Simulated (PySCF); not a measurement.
**Xe: excitation energy**

Xe [Xe] (1S) → Xe [Kr] 4d10 5s1 5p6 6s1 (3S), as a difference of total energies. Computed with PySCF 2.14 in aug-cc-pVTZ-PP with one added diffuse shell each of d, f type with ECP28MDF (6s5p5d3f, 67 functions), with a scalar-relativistic core potential. Correlated levels: valence: 4s2 4p6 4d10 frozen. The calculations carry no spin-orbit coupling.

| method | excitation energy (eV) |
| --- | --- |
| UHF | 23.297 |
| LDA | 20.955 |
| PBE | 20.819 |
| PBE0 | 21.656 |
| r2SCAN | 21.564 |
| PW91 | 20.874 |
| M06 | 21.323 |
| B97-3 | 21.763 |
| PBEsol | 20.889 |
| MP2 (valence) | 23.887 |
| SCS-MP2 (valence) | 24.127 |

How much does correlation contribute at MP2 (valence)?

23.887 − (23.297) = 0.590 eV, measured against UHF.

The upper state lies above the first ionisation limit, where it may autoionise and the basis confines it. A Rydberg-like electron needs more diffuse functions than a valence basis has.

The promoted electron is Rydberg-like, and one or two diffuse shells describe it only roughly, which tends to raise the upper state.
